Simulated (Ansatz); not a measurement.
Steps of a relaxation of `F[SiH](Br)Br` with RKS PBE0-D4/def2-TZVP.

```sh
$ ansatz run in.yaml --threads 4 --pin off --events-out ev --progress --plain --max-ram 10444MiB
```

```yaml
crystal:
  periodic: [false, false, false]
  atoms:
    - {symbol: F, position_ang: [-0.736511, 0.137644, 1.492178]}
    - {symbol: Si, position_ang: [0.009913, 0.120515, 0.045941]}
    - {symbol: Br, position_ang: [1.745538, -1.248664, 0.173086]}
    - {symbol: Br, position_ang: [-1.434343, -0.585717, -1.476864]}
    - {symbol: H, position_ang: [0.465203, 1.502522, -0.275641]}
basis:
  gaussian: {orbitals: def2-TZVP}
hamiltonian: {xc: pbe0, dispersion: d4}
relax: {f_tol: 0.005, max_steps: 150}
```

Positions (Å) and forces (eV/Å) along the path, 5 of 5 steps:

```xyz
5
step=1 energy=-150687.3687 eV
F    -0.737    0.138    1.492    0.658   -0.025   -1.281
Si    0.010    0.121    0.046   -0.458   -0.016    0.879
Br    1.746   -1.249    0.173   -0.347    0.264   -0.010
Br   -1.434   -0.586   -1.477    0.274    0.136    0.314
H     0.465    1.503   -0.276   -0.127   -0.359    0.098
5
step=2 energy=-150687.4051 eV
F    -0.727    0.132    1.470    0.394    0.013   -0.750
Si    0.013    0.121    0.041   -0.379    0.042    0.742
Br    1.725   -1.236    0.175    0.007    0.014   -0.004
Br   -1.421   -0.580   -1.457    0.003    0.014   -0.007
H     0.460    1.490   -0.271   -0.026   -0.083    0.018
5
step=3 energy=-150687.4164 eV
F    -0.718    0.137    1.456    0.018   -0.023   -0.051
Si    0.008    0.115    0.047   -0.038    0.062    0.106
Br    1.728   -1.230    0.179    0.024   -0.035   -0.007
Br   -1.424   -0.573   -1.457   -0.017   -0.024   -0.025
H     0.456    1.478   -0.267    0.014    0.019   -0.023
5
step=4 energy=-150687.4168 eV
F    -0.719    0.135    1.456   -0.001   -0.001    0.010
Si    0.008    0.120    0.050   -0.006    0.001    0.005
Br    1.725   -1.234    0.176    0.005    0.003    0.000
Br   -1.421   -0.577   -1.456   -0.003    0.001   -0.008
H     0.456    1.483   -0.267    0.005   -0.003   -0.006
5
step=5 energy=-150687.4168 eV
F    -0.719    0.135    1.457   -0.003   -0.001    0.000
Si    0.007    0.119    0.050    0.003    0.001    0.001
Br    1.726   -1.233    0.177    0.001    0.000    0.000
Br   -1.422   -0.577   -1.457    0.001    0.002    0.002
H     0.457    1.482   -0.268   -0.001   -0.001   -0.003
```

Run time 15 s (4 threads of an Arm Neoverse V2 on a shared host); peak host memory 0.52 GiB.
